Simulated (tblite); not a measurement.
Species: C2H7F3NPSi2.
Atom-mapped SMILES: `[F:1][C:2]([F:3])([F:4])/[CH:5]=[P:6]\[N:7]([SiH3:8])[SiH3:9]` (hydrogens: H10 on C5; H11, H12, H13 on Si8; H14, H15, H16 on Si9)

The geometry is computed with GFN2-xTB (gas phase).

**Question.** List the bond lengths, angles and torsions at this level.

**Answer.** 
| bond | length (Å) |
| --- | --- |
| F1–C2 | 1.357 |
| C2–F3, C2–F4 | 1.348 |
| C2–C5 | 1.474 |
| C5=P6 | 1.682 |
| P6–N7 | 1.684 |
| N7–Si8, N7–Si9 | 1.760 |
| C5–H10 | 1.079 |
| Si8–H11 and 5 like bonds | 1.460 |

Bonds in one row agree within 0.01 Å and their mean is given. A selection of angles:
| angle | degrees |
| --- | --- |
| F1–C2–F3 | 104.9 |
| F1–C2–C5 | 115.2 |
| F3–C2–C5 | 111.4 |
| F4–C2–C5 | 113.7 |
| C2–C5–P6 | 129.5 |
| C5–P6–N7 | 107.5 |
| P6–N7–Si8 | 123.7 |
| P6–N7–Si9 | 116.0 |
| Si8–N7–Si9 | 120.4 |

Torsions: F1–C2–C5–P6 88° (synclinal); C2–C5–P6–N7 -11° (synperiplanar); C5–P6–N7–Si8 -54° (synclinal). The mirror-image conformer, all signs reversed, is as good.

Of the pairs four or more bonds apart, F1···Si8 is among the closest relative to their van der Waals radii: 3.11 Å, 87 % of the sum of Bondi's values. N7 (nitrogen bridging silicon atoms) is planar (angles 123.7°, 120.4° and 116.0°, sum 360.0°, 0.00 Å off the plane of its three neighbours). Si8 (SiH3 silicon) is distorted tetrahedral (angles from 104.3° to 114.8°).

Point group: C1 (no symmetry element, even within 0.4 Å). Its GFN2-xTB frequencies are all real (lowest 34 cm⁻¹). One conformer, not necessarily the lowest. 2 starts were optimised and ended at 0.00 and 1.33 kcal/mol (GFN2-xTB); the lowest of these is shown.

Time: 2.2 s wall. Hardware: Intel Xeon 6975P-C, one thread, shared host. This is the geometry optimisation.
